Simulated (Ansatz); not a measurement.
Relaxation of Cl$_{2}$GeH$_{4}$O (8 atoms, charge 0, multiplicity 1), to a largest force component of 0.03 eV/Å in at most 50 steps.

These are results of RKS PBE-D4/def2-SVP (Ansatz 0.2.0), not measurements.

```xyz
8
Properties=species:S:1:pos:R:3
Ge 0.030 -0.592 -0.281
H 0.664 0.554 2.147
Cl 1.863 0.379 -0.904
H -0.968 0.441 0.251
Cl -0.807 -1.596 -2.018
O 0.369 -1.845 0.929
H 0.612 -2.682 0.486
H 0.696 -0.148 2.318
```

Task: Where does it end, and by what steps?

Result: The forces met the threshold. The force dipped under the threshold on the way, but the program's further checks kept it going. After 23 steps the energy has fallen by 0.162 eV; H2 moved furthest, 1.46 Å.

```csv
step,energy less start (eV),largest force component (eV/Å),accepted
0,0.0000,1.810,yes
1,-0.0953,0.131,yes
2,-0.1233,0.129,yes
3,-0.1267,0.516,yes
4,-0.1071,1.022,no
5,-0.1420,0.058,yes
6,-0.1437,0.078,yes
7,-0.1469,0.072,yes
8,-0.1388,0.676,no
9,-0.1493,0.023,yes
10,-0.1505,0.176,yes
11,-0.1519,0.136,yes
12,-0.1529,0.129,yes
13,-0.1537,0.262,yes
14,-0.1504,0.368,no
15,-0.1570,0.103,yes
16,-0.1543,0.330,no
17,-0.1581,0.020,yes
18,-0.1588,0.056,yes
19,-0.1598,0.053,yes
20,-0.1603,0.132,yes
21,-0.1609,0.124,yes
22,-0.1618,0.011,yes
23,-0.1621,0.010,yes
```

```xyz
8
Properties=species:S:1:pos:R:3
Ge -0.154 -0.604 -0.757
H 1.162 0.145 3.460
Cl 1.711 0.250 -1.454
H -1.234 0.471 -0.557
Cl -0.760 -2.079 -2.224
O 0.088 -1.388 0.823
H 0.781 -2.076 0.791
H 0.864 -0.209 2.845
```

Whether the end is a true minimum wasn't checked by a vibrational analysis.

Time of the run: 42 s on 2 threads of Arm Neoverse V2, with other jobs on the host, peak memory 0.15 GiB.
